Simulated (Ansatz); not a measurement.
A made-up structure of SiH2I (charge -1), singlet:

```xyz
4
angstrom
Si -0.1187 -0.4817 -0.6388
I 1.2685 -0.1875 0.7418
H -1.1073 -0.4713 0.6553
H -0.0424 1.1406 -0.7582
```

It is relaxed with PBE-D4/def2-SVPD and then PBE0-D4/def2-TZVPD (Ansatz 0.2.0). Atoms count as bonded within 1.22 times the sum of their covalent radii (H–H: 0.88 Å). The end point is not checked to be a true minimum.

(1) Does its bonding change? (A judgement: the text doesn't fix the answer.)

## Answers

(1) The calculation gives: No: no bond forms or breaks.

Where it ends: The first stage lowers the energy by 4.68 eV in 8 steps. It ends as SiH₂I ([SiH2][I]), total charge -1:
Si1  (-0.237, -0.424, -0.662)
I2  (1.810, -0.283, 1.041)
H3  (-1.280, -0.393, 0.465)
H4  (-0.294, 1.100, -0.844)
(Å)

Labels in which every atom is bracketed show which atoms are joined, not bond orders.

For scale, one of the runs: PBE0-D4/def2-TZVPD relaxation, 120 basis functions, launched by `ansatz run in.yaml --threads 2 --pin off --events-out ev --progress --plain --max-ram 4352MiB`. The run took about 13 s on 2 CPU threads of an Arm Neoverse V1 (shared host).
